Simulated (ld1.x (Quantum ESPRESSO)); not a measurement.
## Li: one change to a TM potential, before and after

```json
{"Element": "Li", "Generator": "ld1.x (Quantum ESPRESSO) 7.5", "Type": "norm-conserving Troullier–Martins (Kleinman–Bylander form)", "Functional": "PBE", "Relativity": "scalar-relativistic", "Frozen core": "none", "Valence charge": "3", "Reference configuration": "1s2 2s1 2p0", "Partial waves": "2p (bound, empty): rc 4.20 bohr; 1s (bound): rc 0.65 bohr", "Local potential": "the s channel", "Core correction": "none"}
```

Occupied shells without a wave of their own: 2s. They enter only through the test configuration that unscreens the potential.

Change: wave 1s (bound): rc 0.65 bohr becomes 1s (bound): rc 0.56 bohr.

Cutoffs: the cutoffs (Ry, on a coarse ladder) from which the occupation-weighted sum of valence levels, in a spherical-Bessel basis at the reference potential, stays within 10 and 1 mRy of its value at 400 Ry; they do not see the model core or the augmentation charge, which bear on the density cutoff. Errors are all-electron minus pseudo energies relative to the spin-unpolarised reference configuration.

Task: Predict the effect on cutoff, ghosts and configuration errors.

Result: Of the 4 tests that both files solve, the error grows in 1 and shrinks in 3 by more than 15 % and 0.3 meV (median size 10.4 → 7.9 meV); neither file shows a bound ghost.

```tsv
quantity	base	changed
cutoff, loose	180 Ry	200 Ry
cutoff, tight	over 300 Ry	over 300 Ry
bound ghosts	none	none
error for 1s2 2s0 2p0, meV [ΔE 5.30 eV]	+15	+7.3
error for 1s2 2s0.5 2p0, meV [ΔE 2.05 eV]	+5.7	+2.7
error for 1s2 2s0 2p1, meV [ΔE 1.79 eV]	+5.2	+8.6
error for 1s1 2s1 2p0, meV [ΔE 68.41 eV]	+87	+47
s: phases at 4.57 bohr within 0.05 rad from the reference energy up to (Ry; the scan ends near 5)	3.2	3.2
p: phases at 4.57 bohr within 0.05 rad from the reference energy up to (Ry; the scan ends near 5)	0.6	0.6
```
